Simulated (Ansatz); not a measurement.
System: C4H10O2 (charge 0, singlet). SMILES: COC(C)OC
Structure (B3LYP-D3(BJ)/def2-TZVP (Ansatz, a quantum-chemistry and plane-wave program) minimum search):
```xyz
16

C      0.1307    -1.8674    -0.1538
C     -0.2303    -0.4065     0.0098
O      0.8784     0.3645     0.4531
C      1.0594     0.3800     1.8524
O     -0.6328     0.0754    -1.2312
C     -1.1423     1.3992    -1.2040
H      0.4817    -2.2838     0.7907
H     -0.7384    -2.4366    -0.4836
H      0.9216    -1.9588    -0.8981
H     -1.0462    -0.2784     0.7445
H      1.3344    -0.6056     2.2461
H      0.1537     0.7211     2.3700
H      1.8701     1.0758     2.0615
H     -1.9849     1.4787    -0.5057
H     -1.4909     1.6214    -2.2106
H     -0.3711     2.1161    -0.9162
```
Charge 0, spin multiplicity 1.

Property: atomisation energy (electronic, to ground-state atoms), in kcal/mol. Valence correlation only, unless marked. UHF or UKS for open shells. Spin-orbit coupling is left out. Non-relativistic. The coupled-cluster limit lacks core correlation, which all-electron functionals hold. CBS marks a two-point X^-3 extrapolation of the correlation energy; Hartree-Fock from the larger set.

```tsv
level	program	atomisation energy (kcal/mol)
PBE-D4/def2-TZVPD	Ansatz + dftd4	1517.2
r2SCAN-D3(BJ)/def2-TZVPD	Ansatz + dftd3	…
B3LYP/def2-TZVPD	Ansatz	…
B2GP-PLYP/def2-TZVPD	Ansatz	1462.2
B2PLYP-D3(BJ)/def2-TZVPD	Ansatz + dftd3	1470.6
CCSD(T)/CBS(cc-pVTZ,cc-pVQZ)	Ansatz	…
```

**Question.** Some entries are withheld; supply them.

**Answer.** 
- r2SCAN-D3(BJ)/def2-TZVPD, atomisation energy (kcal/mol): 1487.5
- B3LYP/def2-TZVPD, atomisation energy (kcal/mol): 1474.0
- CCSD(T)/CBS(cc-pVTZ,cc-pVQZ), atomisation energy (kcal/mol): 1484.9
